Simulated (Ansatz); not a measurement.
## InI (indium iodide (ini)): methods side by side

The species is InI (2 atoms), meant as a singlet with charge 0. SMILES: `[In][I]`. Geometry: a GFN2-xTB relaxation, a rough one for these elements and not checked as a minimum.

```xyz
2

In    0.0000    0.0000    0.0000
I     0.0000    0.0000    2.7892
```

Quantity: the energy change with the In1–I2 bond stretched from 2.789 to 3.487 Å, in eV. The values are calculated.

```tsv
level	kind	program	value (eV)	less FCI/STO-3G	CPU time (all runs)
HF/STO-3G (restricted)	Hartree–Fock	Ansatz	1.72	+0.09	2.5 s
SVWN5/STO-3G (restricted)	LDA	Ansatz	1.76	+0.13	3.7 s
revPBE/STO-3G (restricted)	GGA	Ansatz	1.54	-0.09	5.3 s
PBE0/STO-3G (restricted)	global hybrid	Ansatz	1.68	+0.05	6.3 s
RPA@PBE/STO-3G (restricted)	RPA	Ansatz	1.45	-0.18	8.1 s
BCCD(T)/STO-3G (restricted)	coupled cluster or CI	Ansatz	1.63	0.00	3.7 s
CCSD/STO-3G (restricted)	coupled cluster or CI	Ansatz	1.63	0.00	3.4 s
CCSDTQ/STO-3G (restricted)	coupled cluster or CI	Ansatz	1.63	0.00	82 s
FCI/STO-3G	exact in the basis	Ansatz	1.63	0.00	4.9 s
```

FCI/STO-3G is exact within its basis and frozen core, so for wave-function methods in that basis the difference is their error; functionals converge differently with the basis, so for them it is only a difference. All-electron rows without a relativistic Hamiltonian named are non-relativistic. The first shape isn't each level's own minimum. The values span 1.45 to 1.76 eV. All rows use very small basis sets, so none should be taken for the real molecule's value. In the correlated wave-function rows the outer d shell of I, In is correlated, in sets not made for it. Times are those of the runs behind each value, whatever else they computed, on shared processors of several kinds: orders of magnitude only.
